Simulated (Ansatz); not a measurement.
Consider the redistribution: `BC(C)B[SiH3]` + `B[SiH2][SiH3]` → `[SiH3]B[SiH2][SiH3]` + `BC(B)C`.

Program: Ansatz. Geometries: PBE0-D4/def2-TZVP. ΔE: electronic, gas phase. CCSD(T)/CBS is the MP2 limit (def2-TZVPP, def2-QZVPP) plus CCSD(T) − MP2 in def2-TZVPP, frozen cores. Functionals use def2-TZVPP. B3LYP here is the variant with VWN-RPA as its local correlation; programs differ in this. One conformer a species, not always the lowest.

Is it downhill or uphill in electronic energy at CCSD(T)/CBS, and by how much? (Best estimate.)

The calculation gave: Downhill: ΔE = -8.2 kJ/mol.

What do these levels give: PBE-D4, r2SCAN-D4, PBE0-D4, ωB97M-V, PBE, PBE0, B3LYP, HF/def2-TZVPP, SCS-MP2/def2-TZVPP, CCSD/def2-TZVPP, MP2/CBS(def2), CCSD/CBS(def2)? (Estimate.)

Computed: PBE-D4 -9.4, r2SCAN-D4 -9.5, PBE0-D4 -8.8, ωB97M-V -7.8, PBE -9.0, PBE0 -8.3, B3LYP -8.7, HF/def2-TZVPP -7.8, SCS-MP2/def2-TZVPP -7.2, CCSD/def2-TZVPP -7.4, MP2/CBS(def2) -8.3, CCSD/CBS(def2) -8.0 kJ/mol.

Largest T1 diagnostic among the species: 0.015.
